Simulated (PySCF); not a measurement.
C2H6BF2N, SMILES CNB(F)CF.

Geometry optimised at TPSSh-D3(BJ)/def2-SVP. This is a generated structure with no PubChem entry under its InChIKey; it may be hypothetical. The values are those of a single conformer.

Vertical ionisation energy (IE) and electron affinity (EA) in eV. Rows of orbital energies are one-electron estimates. Where ΔSCF, EOM or ADC give a negative EA the extra electron is unbound and the value depends on the basis.

```tsv
level	IE	EA
−ε(HOMO), −ε(LUMO), HF/def2-TZVP (PySCF)	11.08	-3.19
−ε(HOMO), −ε(LUMO), PBE/def2-TZVP (PySCF)	(withheld)	(withheld)
```

Task: Fill in the missing entries. (An estimate is asked for; the answer gives what the named calculation found.)

Result: 
- −ε(HOMO), −ε(LUMO), PBE/def2-TZVP (PySCF), IE: 6.39
- −ε(HOMO), −ε(LUMO), PBE/def2-TZVP (PySCF), EA: -0.14
